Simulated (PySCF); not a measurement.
**Unknown compound**

An unknown has the formula C₆H₁₀N₂Si. Its calculated NMR data are:

1H NMR (400 MHz, computed): δ 7.16 (m, 1H), 5.98 (d, 1H), 4.09 (m, 1H), 4.09 (m, 1H), 3.07 (s, 3H), 2.00 (s, 1H), 1.12 (br s, 1H), 0.50 (br s, 1H).

13C{1H} NMR (computed): δ 157.7 (CH), 131.7 (CH), 101.9 (CH), 89.2 (C), 55.6 (CH2), 31.3 (CH3).

- GFN2-xTB geometry
- PBE0/pcSseg-1 with gauge-including orbitals
- code: PySCF 2.14
- rapidly exchanging positions averaged, one computed conformer, no solvent model, non-relativistic

Chemical shifts δ = σref − σ; 1H (σ = 31.72 ppm) and 13C (σ = 186.93 ppm) against TMS, all at this level.

Q: Which candidate is it?
A. CN(C)[C@@H]1C=C[Si@H]1C#N
B. C#C[Si@@]1(NC)C=CCN1
C. C=C/C(C)=N\[C@@H]([SiH3])C#N
D. c1nc(C2C[SiH2]C2)c[nH]1

A: B. 

The formula gives 4 degrees of unsaturation (1 ring in the answer). 6 carbon signals for 6 carbons: no two carbons are equivalent. Carbon types of the structure: 1 × C, 3 × CH, 1 × CH2, 1 × CH3, leaving 2 H on heteroatoms. δC 157.7, 131.7: alkene CH; the olefinic region. δC 101.9: terminal alkyne carbon; sp carbons lie upfield of alkene carbons because the cylindrical π system leaves one tensor component strongly shielded. δC 89.2: alkyne carbon; sp carbons lie upfield of alkene carbons because the cylindrical π system leaves one tensor component strongly shielded. δH 2.00: hydrogen on a terminal alkyne carbon; it lies on the axis of the triple bond, in its shielding cone. δH 1.12: hydrogen on a nitrogen bonded to C, Si, in a 5-membered ring; labile proton, position sensitive to the medium.

The others: C=C/C(C)=N\[C@@H]([SiH3])C#N has carbons computed at 170.2, 135.6, 131.0, 124.4, 36.0, 27.6, with a different DEPT pattern; CN(C)[C@@H]1C=C[Si@H]1C#N would give 5 carbon signals, not 6; c1nc(C2C[SiH2]C2)c[nH]1 would give 5 carbon signals, not 6.

The OH or NH signal is concentration- and solvent-dependent in practice; the value given is the gas-phase one. Shifts are as computed. Against solution values, carbons near 30 ppm lie about +3 ppm off and those near 130 ppm about +5 ppm. Of 1211 compounds with measured shifts, 218 miss one by over three times the rms of a fit or turn the order of signals round; such compounds aren't used in these exercises. Multiplicities follow the n + 1 count of equivalent neighbours, as no J values were calculated; m marks all less simple cases, F and P coupling included.
